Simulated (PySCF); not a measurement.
Cl₂FH₃Si₂.

```xyz
8

Si     1.7714     0.2058    -0.2320
F      2.6241    -0.6288     0.8823
Si    -0.4753     0.3021     0.4192
Cl    -1.4065     1.4169    -1.0717
Cl    -1.2521    -1.6211     0.4591
H      1.8589    -0.4998    -1.5379
H      2.3431     1.5759    -0.3350
H     -0.7675     0.9419     1.7255
```

The structure is a stationary point at B3LYP-D3(BJ)/def2-SVP. This is a generated structure with no PubChem entry under its InChIKey; it may be hypothetical. Other conformers were not sampled.

The numbers are results of KT2/pcSseg-1 run with PySCF, not measurements. Non-relativistic, no solvent.

Computed absolute GIAO shielding of each atom: isotropic value and principal components (ppm):
```json
[
 {"atom": "Si1", "σ(iso)": "362.5", "σ11": "311.3", "σ22": "318.6", "σ33": "457.6", "span": "146.3"},
 {"atom": "F2", "σ(iso)": "414.6", "σ11": "387.0", "σ22": "424.2", "σ33": "432.6", "span": "45.6"},
 {"atom": "Si3", "σ(iso)": "337.5", "σ11": "290.0", "σ22": "351.4", "σ33": "371.1", "span": "81.1"},
 {"atom": "Cl4", "σ(iso)": "884.8", "σ11": "712.7", "σ22": "900.9", "σ33": "1040.8", "span": "328.1"},
 {"atom": "Cl5", "σ(iso)": "871.2", "σ11": "706.5", "σ22": "914.2", "σ33": "993.0", "span": "286.5"},
 {"atom": "H6", "σ(iso)": "25.8", "σ11": "22.8", "σ22": "25.3", "σ33": "29.1", "span": "6.3"},
 {"atom": "H7", "σ(iso)": "25.8", "σ11": "22.3", "σ22": "25.4", "σ33": "29.5", "span": "7.2"},
 {"atom": "H8", "σ(iso)": "24.8", "σ11": "21.2", "σ22": "23.1", "σ33": "30.2", "span": "9.0"}
]
```
